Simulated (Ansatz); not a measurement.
Computed with Ansatz on PBE0-D4/def2-TZVP structures; ΔE is electronic, products minus reactants. CCSD(T)/CBS adds triple-zeta CCSD(T) − MP2 to the extrapolated MP2 energy (def2 sets, frozen cores). This one scheme is used for every species. Functionals use def2-TZVPP. HSE06 is defined as in plane-wave codes. For Se outer-core shells are correlated without core-valence functions, which leaves a few kJ/mol of doubt a bond. Scalar relativity is left out up to krypton. Each species was taken in one conformer, which may not be the lowest.

Reaction (ligand exchange at the Si–N bond): `O[SiH](O)N[Si](F)(F)F` + H₂Se → `F[Si](F)(F)[SeH]` + `N[SiH](O)O`

Task: Is it downhill or uphill in electronic energy at CCSD(T)/CBS, and by how much? (Estimate.)

Result: Computed: Uphill: ΔE = +7.8 kcal/mol.

Task: What do these levels give: revPBE-D4, PBE0-D4, BHLYP-D4, ωB97M-V, r2SCAN0, HSE06, CAM-B3LYP, HF/def2-TZVPP, CCSD/def2-TZVPP, CCSD(T)/def2-TZVPP, HF/CBS(def2), CCSD/CBS(def2)? (An estimate is asked.)

Result: Computed: revPBE-D4 5.9, PBE0-D4 7.0, BHLYP-D4 10.3, ωB97M-V 8.5, r2SCAN0 8.2, HSE06 6.1, CAM-B3LYP 8.9, HF/def2-TZVPP 11.1, CCSD/def2-TZVPP 9.6, CCSD(T)/def2-TZVPP 9.2, HF/CBS(def2) 11.2, CCSD/CBS(def2) 8.2 kcal/mol.

Largest T1 diagnostic among the species: 0.012.

From PBE to PBE0 (25 % exact exchange), in def2-TZVPP and without D4, ΔE moves by +1.6 kcal/mol. Leaving LDA and LC-ωPBE aside and taking each functional with its dispersion term where it has one, the values, not all of them listed here, spread over 4.8 kcal/mol, from PBE-D4 to BHLYP-D4. LDA lies +2.6 kcal/mol from PBE without D4. At CCSD(T), def2-SVP lies +5.0 kcal/mol from the extrapolated value and def2-TZVPP +1.4 kcal/mol.
